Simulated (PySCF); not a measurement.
## Structure from NMR data

Molecular formula: C₆H₁₀N₂Si. Simulated spectra:

1H NMR (300 MHz, computed): δ 7.36 (m, 1H), 6.52 (m, 1H), 4.46 (s, 3H), 3.20 (m, 1H), 1.52 (m, 2H), 0.89 (m, 2H).

13C{1H} NMR (computed): δ 138.9 (CH), 129.4 (C), 120.0 (CH), 35.1 (CH), 9.1 (CH2).

PySCF calculation with shielding tensors at B97-2/pcSseg-1 (GIAO) and PBE0-D3(BJ)/def2-SVP geometry; non-relativistic Hamiltonian, averaged over atoms made equivalent by symmetry, fast rotation or ring inversion, no solvent, single conformer.

δ = σ(ref) − σ, references computed at the same level: 1H, 13C vs TMS.

Problem. Deduce the structure.

Solution. 
- Rings plus π bonds: 4 (2 rings in the answer).
- 5 carbon signals for 6 carbons: some carbons are equivalent by symmetry or fast rotation.
- Carbon types of the structure: 1 × C, 3 × CH, 2 × CH2, leaving 3 H on heteroatoms.
- δC 138.9: aromatic CH next to a ring nitrogen.
- δC 129.4: substituted aromatic carbon next to a ring nitrogen.
- δC 120.0: aromatic CH.
- δC 35.1, 9.1: three-membered-ring carbon.
- δH 7.36: hydrogen on an aromatic CH next to a ring nitrogen; ring-current deshielding.
- δH 6.52: hydrogen on an aromatic CH; it sits in the deshielding region of the aromatic ring current.
- δH 3.20, 1.52, 0.89: hydrogen on a three-membered-ring carbon.

The compound is SMILES [SiH3]c1ccnn1C1CC1.

The data come from this structure; uniqueness wasn't tested.

Shifts are as computed. Against solution values, carbons near 30 ppm lie about +1 ppm off and those near 130 ppm about +2 ppm (rms about the fit 1.9 ppm; single classes can miss by 10 ppm). Of 1328 compounds with measured shifts, 309 miss one by over three times the rms of a fit or turn the order of signals round; such compounds aren't used in these exercises. Signals without a measured value on file couldn't be tested in this way. Multiplicities follow the n + 1 count of equivalent neighbours, as no J values were calculated; m marks all less simple cases, F and P coupling included.
